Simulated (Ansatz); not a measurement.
Input and output for C$_{2}$H$_{6}$O$_{2}$SW (`C[O][W]([CH3])(=[O])=[S]`).

```yaml
crystal:
  periodic: [false, false, false]
  atoms:
    - {symbol: C, position_ang: [-0.716231, -0.907662, 2.050677]}
    - {symbol: O, position_ang: [0.128574, -0.453861, 1.020574]}
    - {symbol: W, position_ang: [0.411700, 0.890803, -0.212383]}
    - {symbol: C, position_ang: [0.539432, 0.015963, -2.123753]}
    - {symbol: O, position_ang: [1.905093, 1.674213, 0.005866]}
    - {symbol: S, position_ang: [-1.187600, 2.302964, -0.316715]}
    - {symbol: H, position_ang: [-1.697649, -0.432914, 1.981598]}
    - {symbol: H, position_ang: [-0.825482, -1.989945, 1.955882]}
    - {symbol: H, position_ang: [-0.263534, -0.678342, 3.017710]}
    - {symbol: H, position_ang: [0.743856, 0.775976, -2.880845]}
    - {symbol: H, position_ang: [-0.397777, -0.487822, -2.373348]}
    - {symbol: H, position_ang: [1.359619, -0.709373, -2.125263]}
basis:
  gaussian: {orbitals: def2-SVP}
hamiltonian: {xc: {name: wB97M-V}}
output: {forces: true}
```

```sh
$ ansatz run in.yaml --threads 4 --pin off --events-out ev --progress --plain --max-ram 11315MiB
```

Output, abridged:

```
Functional definition: wB97M-V
1334 factors; integrals over basis functions are off by at most 1.5e-3 eV
348 factors; integrals over basis functions are off by at most 2.3e-5 eV
mean field evaluation 1: about -18905.0080 eV, gradient 7.5e1 eV
mean field evaluation 2: about -18864.5024 eV, gradient 1.7e2 eV
mean field evaluation 4: about -18916.2513 eV, gradient 9.9e0 eV
mean field evaluation 8: about -18916.5915 eV, gradient 8.9e-1 eV
mean field evaluation 16: about -18916.5942 eV, gradient 2.5e-3 eV
mean field -18916.59421788 eV, -695.1720153792 hartree, gradient 6.4e-5 eV, S^2 0.000000; 0 other end points of the search recorded, 0 dependent functions left out
reference -18916.59429467 eV, -695.1720182008 hartree; 32, 32 occupied and 104, 104 virtual orbitals, 1334 factors
Total energy: -18916.59429467 eV, -695.1720182008 hartree
Atom 0 at    -0.716231    -0.907662     2.050677 Å, force     0.104880    -0.051618    -0.044500 eV/Å
Atom 1 at     0.128574    -0.453861     1.020574 Å, force    -0.018584    -0.087510     0.029373 eV/Å
Atom 2 at     0.411700     0.890803    -0.212383 Å, force     0.237909     0.268402    -0.131875 eV/Å
Atom 3 at     0.539432     0.015963    -2.123753 Å, force    -0.016407     0.148278     0.280236 eV/Å
Atom 4 at     1.905093     1.674213     0.005866 Å, force    -0.116749    -0.034417    -0.067941 eV/Å
Atom 5 at    -1.187600     2.302964    -0.316715 Å, force     0.011787    -0.011196    -0.009992 eV/Å
Atom 6 at    -1.697649    -0.432914     1.981598 Å, force    -0.246068     0.101225     0.001048 eV/Å
Atom 7 at    -0.825482    -1.989945     1.955882 Å, force    -0.051834    -0.239086     0.014112 eV/Å
Atom 8 at    -0.263534    -0.678342     3.017710 Å, force     0.078928     0.038134     0.234615 eV/Å
Atom 9 at     0.743856     0.775976    -2.880845 Å, force     0.051599     0.169084    -0.213118 eV/Å
Atom 10 at    -0.397777    -0.487822    -2.373348 Å, force    -0.221805    -0.132720    -0.085807 eV/Å
Atom 11 at     1.359619    -0.709373    -2.125263 Å, force     0.186345    -0.168574    -0.006151 eV/Å
Dipole moment:    -0.281093    -0.797226     0.156067 e Å
```

Hardware: 4 threads of an Arm Neoverse V1 on a shared host. Wall time 13 s, peak host memory 0.54 GiB.
